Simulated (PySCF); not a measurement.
Si(I)(Me)(OH)2 (CH5IO2Si), SMILES O[Si](O)(I)C.

Coordinates come from a B3LYP-D3(BJ)/def2-SVP optimisation. The structure was generated by enumeration, and PubChem lists no compound with its InChIKey, so it may never have been made. The def2 effective core potentials stand for the cores of I; spin–orbit coupling is left out. One conformer was computed; it need not be the lowest.

All values below come from TDA-ωB97X/def2-SVPD run with PySCF.

Vertical excitations. Gas-phase values at a fixed geometry.

Computed lowest excited states:
| state | energy (eV) | λ (nm) | f | main pairs |
|---|---|---|---|---|
| S1 | 6.21 | 200 | 0.012 | HOMO→LUMO 55 %, HOMO→LUMO+1 23 %, HOMO→LUMO+4 13 % |
| S2 | 6.24 | 199 | 0.010 | HOMO−1→LUMO 56 %, HOMO−1→LUMO+1 22 %, HOMO−1→LUMO+4 13 % |
| S3 | 7.18 | 173 | 0.122 | HOMO→LUMO+1 28 %, HOMO→LUMO 20 %, HOMO−1→LUMO+1 18 %, HOMO−1→LUMO 12 % |
| S4 | 7.20 | 172 | 0.144 | HOMO−1→LUMO+1 28 %, HOMO−1→LUMO 20 %, HOMO→LUMO+1 16 %, HOMO→LUMO 13 % |
| S5 | 7.74 | 160 | 0.101 | HOMO−2→LUMO 25 %, HOMO−2→LUMO+1 18 %, HOMO→LUMO+5 9 %, HOMO−1→LUMO+5 9 % |
| S6 | 7.86 | 158 | 0.004 | HOMO−1→LUMO+5 28 %, HOMO→LUMO+5 26 %, HOMO−1→LUMO+2 11 %, HOMO→LUMO+2 8 % |
| S7 | 8.00 | 155 | 0.055 | HOMO→LUMO+6 25 %, HOMO→LUMO+5 14 %, HOMO−1→LUMO+6 11 %, HOMO−1→LUMO+5 7 % |
| S8 | 8.05 | 154 | 0.033 | HOMO−1→LUMO+6 30 %, HOMO→LUMO+6 25 %, HOMO−1→LUMO+4 8 %, HOMO→LUMO+4 7 % |
| S9 | 8.16 | 152 | 0.142 | HOMO−2→LUMO+1 42 %, HOMO−2→LUMO 35 % |
| S10 | 8.29 | 150 | 0.001 | HOMO−1→LUMO+3 26 %, HOMO→LUMO+2 21 %, HOMO−1→LUMO+2 13 %, HOMO→LUMO+3 9 % |
| T1 | 5.72 | 217 | 0 | HOMO→LUMO 49 %, HOMO→LUMO+1 24 %, HOMO→LUMO+4 18 % |
| T2 | 5.73 | 216 | 0 | HOMO−1→LUMO 49 %, HOMO−1→LUMO+1 24 %, HOMO−1→LUMO+4 18 % |
| T3 | 6.68 | 186 | 0 | HOMO−2→LUMO 41 %, HOMO−2→LUMO+4 21 %, HOMO−2→LUMO+1 21 % |
| T4 | 7.13 | 174 | 0 | HOMO−1→LUMO+1 41 %, HOMO−1→LUMO 36 %, HOMO−1→LUMO+4 9 % |
Triplets are in the Tamm–Dancoff approximation.
